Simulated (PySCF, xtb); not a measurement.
CH3F3OSi, SMILES OC[Si](F)(F)F. Other conformers were not sampled.

Harmonic wavenumbers (cm⁻¹) from GFN2-xTB (xtb) at its own minimum, in rising order: 41, 106, 154, 203, 225, 262, 335, 378, 685, 775, 878, 928, 944, 1063, 1124, 1280, 1332, 1451, 2875, 2979, 3551.

### Question
What does PySCF 2.14.0 with PBE0-D3(BJ)/def2-SVP give at its own minimum? (The exact figures need the calculation; the answer reports its results.)

### Answer
69, 114, 190, 262, 302, 334, 362, 425, 682, 768, 891, 984, 996, 1110, 1165, 1309, 1385, 1444, 3015, 3120, 3872. Paired by order, the mean absolute difference is 60 cm⁻¹ and the zero-point energies are 30.8 and 32.6 kcal/mol.
